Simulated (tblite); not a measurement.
Compound: C8H14NO (charge +1).
Bonds: C1–O2, O2–C3, C3–C4 (double), C4–C5 (double), C5–C6 (double), C6–N7, N7–C8, N7–C9, N7–C10. Hydrogens: H11, H12, H13 on C1; H14 on C3; H15 on C6; H16, H17, H18 on C8; H19, H20, H21 on C9; H22, H23, H24 on C10.

Computed geometry: GFN2-xTB, gas phase.

Q: List the bond lengths, angles and torsions at this level.

A: 
```tsv
bond	length (pm)
C1–O2	141.8
O2–C3	131.2
C3=C4	132.9
C4=C5	125.1
C5=C6	131.5
C6–N7	147.0
N7–C8, N7–C9, N7–C10	147.5
C1–H11, C1–H12, C1–H13	109.1
C3–H14	108.7
C6–H15	107.7
C8–H16 and 8 like bonds	108.9
```

Bonds in one row agree within 1 pm and their mean is given. A selection of angles:
```tsv
angle	degrees
O2–C1–H11	108.2
O2–C1–H13	111.7
H11–C1–H12	109.0
C1–O2–C3	120.0
O2–C3–C4	129.1
O2–C3–H14	111.9
C4–C3–H14	119.0
C3–C4–C5	179.3
C4–C5–C6	179.5
C5–C6–N7	123.6
C5–C6–H15	122.3
N7–C6–H15	114.1
C6–N7–C8	110.8
C6–N7–C9	108.7
C8–N7–C9	109.5
N7–C8–H16	110.0
H16–C8–H17	109.2
```

Torsions: C1–O2–C3–C4 0° (synperiplanar); C5–C6–N7–C8 -2° (synperiplanar). The mirror-image conformer, all signs reversed, is as good.

The 2 C–O bonds span 1.312 Å (O2–C3, drawn single) to 1.418 Å (C1–O2, drawn single), a spread of 0.106 Å. The 3 C–C bonds span 1.251 Å (C4=C5, drawn double) to 1.329 Å (C3=C4, drawn double), a spread of 0.078 Å. C6 (outer carbon of cumulated double bonds) is planar (angles 123.6°, 122.3° and 114.1°, sum 360.0°, 0.00 Å off the plane of its three neighbours). Of the pairs four or more bonds apart, C4···H13 is among the closest relative to their van der Waals radii: 2.42 Å, 84 % of the sum of Bondi's values. C3 (outer carbon of cumulated double bonds) is planar (angles 129.1°, 119.0° and 111.9°, sum 360.0°, 0.00 Å off the plane of its three neighbours). N7 (ammonium nitrogen) is tetrahedral (angles from 108.7° to 110.8°).

Point group: near Cs, missed by 0.14 Å at most; the miss may be what the optimiser left on a soft mode. GFN2-xTB frequencies show an imaginary mode (131i cm⁻¹), so the point is no minimum at that level.
